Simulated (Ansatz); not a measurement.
Q: Name a neutral molecule of B, C, I and H with HOMO energy (B3LYP/def2-TZVPP) between -7.40 and -7.10 eV and size of the dipole moment (ωB97M-V/def2-TZVPP) between 1.50 and 1.80 D (Ansatz, PBE0-D4/def2-TZVP geometry).

A: `CBI` (-7.14 eV, 1.52 D). Other molecules can fit too; these were computed, each in one conformer that needn't be the lowest.

B3LYP here is the variant with VWN-RPA as its local correlation; programs differ in this.
